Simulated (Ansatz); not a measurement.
C$_{5}$H$_{7}$LiO$_{2}$ (`CC1=CC(C)=[O+][Li-][O]1`). Total charge 0; spin multiplicity 1. The structure was optimised at the PBE0-D4/def2-TZVP level.

```xyz
15

C    -0.864    0.314   -2.366
C     0.006    0.577   -1.167
C    -0.201   -0.191   -0.009
C     0.523   -0.071    1.190
C     0.168   -0.978    2.336
O     1.463    0.746    1.396
Li    1.923    1.836    0.083
O     0.873    1.486   -1.295
H    -1.386    1.235   -2.635
H    -1.592   -0.478   -2.197
H    -0.229    0.048   -3.214
H    -0.983   -0.938   -0.042
H    -0.651   -1.657    2.102
H     1.051   -1.558    2.617
H    -0.101   -0.369    3.202
```

Problem. What is the dipole moment at ωB97M-V/def2-TZVPP? (Best estimate.)

Solution. Ansatz gave: 1.22 D, with components (0.89, 0.84, 0.04) D in this frame, pointing from negative to positive charge.

Problem. And with PBE, r2SCAN, B3LYP? (Best estimate.)

Solution. Computed: PBE 1.41 D, r2SCAN 1.39 D, B3LYP 1.21 D.

Problem. Give the Mulliken charges with ωB97M-V, r2SCAN, PBE in def2-TZVPP. (Estimate.)

Solution. Computed: 
```csv
atom,ωB97M-V,r2SCAN,PBE
C1,-0.28,-0.13,-0.23
C2,0.37,0.41,0.30
C3,-0.34,-0.37,-0.29
C4,0.37,0.41,0.30
C5,-0.28,-0.13,-0.23
O6,-0.62,-0.65,-0.55
Li7,0.71,0.74,0.69
O8,-0.62,-0.65,-0.55
H9,0.11,0.06,0.09
H10,0.09,0.04,0.07
H11,0.11,0.06,0.09
H12,0.07,0.05,0.06
H13,0.09,0.04,0.07
H14,0.11,0.06,0.09
H15,0.11,0.06,0.09
```

B3LYP here is the variant with VWN-RPA as its local correlation; programs differ in this.
